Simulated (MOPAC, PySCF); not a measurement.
C3H8Si, SMILES `C=CC[SiH3]` (C–C–C–Si torsion 106°), neutral singlet in the gas phase. 

Cartesian coordinates (Å):
```xyz
12

C     -2.0049     0.3113     0.2964
C     -0.9714     0.1038    -0.5100
C      0.1934    -0.7755    -0.2136
Si     1.7361     0.2357     0.1820
H     -2.0873    -0.1901     1.2559
H     -2.8047     0.9895     0.0243
H     -0.9358     0.6353    -1.4595
H     -0.0150    -1.4313     0.6371
H      0.4277    -1.4151    -1.0718
H      2.0166     1.1893    -0.9255
H      1.5311     1.0061     1.4362
H      2.9144    -0.6590     0.3486
```
Charge 0, multiplicity 1.

All levels are single points at this geometry (PBE0-D4/def2-TZVP); Pople sets use spherical d functions. Orbital energies aren't observables, and empty levels follow the basis.

```tsv
level	HOMO (eV)	LUMO (eV)	gap (eV)	dipole (D)	vertical IE, Delta-SCF (eV)
PBE0-D4/def2-TZVP in PySCF	-7.20	0.12	7.32	0.58	–
B3LYP/3-21G in PySCF	-6.75	0.58	7.34	0.50	–
B3LYP/6-31G* in PySCF	-6.68	0.47	7.15	0.61	9.10
HF/STO-3G in PySCF	-7.85	8.79	16.64	0.43	–
PM6 in MOPAC	-9.57	0.40	9.97	0.70	–
PM7 in MOPAC	-9.86	0.94	10.80	0.49	–
```
